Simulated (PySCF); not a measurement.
H4MgOSi, SMILES [OH][Mg][SiH3].

Coordinates come from a ωB97X-D3(BJ)/def2-TZVP optimisation. Other conformers were not sampled.

All values below come from C-PCM-B3LYP/def2-SVP run with PySCF.

The values are the electrostatic part of the solvation free energy, E(continuum) − E(gas) at the gas-phase geometry, in a cavity of scaled van der Waals radii (PySCF's table); cavitation and dispersion terms are not included. A continuum can't describe solvent molecules that bind to the metal. In vacuum the orbital gap is 6.07 eV. The dipole moment in vacuum is 1.15 D.

| solvent | ε | ΔG(elec) (kcal/mol) | dipole (D) | gap (eV) |
|---|---|---|---|---|
| water | 78.36 | -9.6 | 1.96 | 6.14 |
| n-hexane | 1.88 | -4.3 | 1.47 | 6.09 |
| methanol | 32.61 | -9.4 | 1.94 | 6.14 |
